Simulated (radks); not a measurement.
Task: Zn I, 30 electrons, occupied as [Ar] 3d10 4s2. Method: Dirac Kohn-Sham, Slater X-alpha with alpha = 0.795, spin-unpolarised, spherical densities, point nucleus; computed with a radial shooting solver on a logarithmic mesh with Libxc functionals. Some entries of the table are withheld. Estimate them.

orbital  occ.  eigenvalue (hartree)  <1/r> (bohr^-1)
1s1/2       2             -350.8875            30.23
2s1/2       2             -42.82365              (1)
2p1/2       2             -37.83774            6.599
2p3/2       4             -36.95158            6.440
3s1/2       2                   (2)              (3)
3p1/2       2              -3.20308              (4)
3p3/2       4              -3.08834              (5)
3d3/2       4              -0.42867            1.543
3d5/2       6              -0.41496            1.531
4s1/2       2                   (6)           0.5038

Result: 
(1) 2s1/2 <1/r> (bohr^-1): 6.631
(2) 3s1/2 eigenvalue (hartree): -4.79922
(3) 3s1/2 <1/r> (bohr^-1): 2.104
(4) 3p1/2 <1/r> (bohr^-1): 1.975
(5) 3p3/2 <1/r> (bohr^-1): 1.936
(6) 4s1/2 eigenvalue (hartree): -0.22290
